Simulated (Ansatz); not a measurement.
Lewis adduct: GaH3 (SMILES [GaH3]) (first 4 atoms) with NH3 (SMILES N); geometry from B3LYP-D3(BJ)/def2-TZVP, rigid monomers moved along the line of their centres of mass till Ga1···N5 is 3.92 Å.
(charge 0, multiplicity 1):
```xyz
8

Ga     0.47029    -0.36794     0.77091
H      0.08717    -1.90124     0.83918
H     -0.28103     0.54111    -0.28343
H      1.92853     0.05567     1.21425
N     -1.44588     0.82003     3.98282
H     -2.43921     0.63378     3.89560
H     -1.10169     0.33444     4.80423
H     -1.31998     1.81638     4.12574
```

Counterpoise-corrected where a basis set is named; no monomer relaxation.

Correlated levels freeze the cores. Filled d and f shells under p-block atoms count as core. CBS: X⁻³ extrapolation of the correlation energy, Hartree–Fock from the larger set.

Programs: Ansatz (a quantum-chemistry and plane-wave program). Each number belongs to the level named beside it.

Estimate the interaction energy that wB97X-V/def2-TZVPPD returns for this input.

-18 kJ/mol
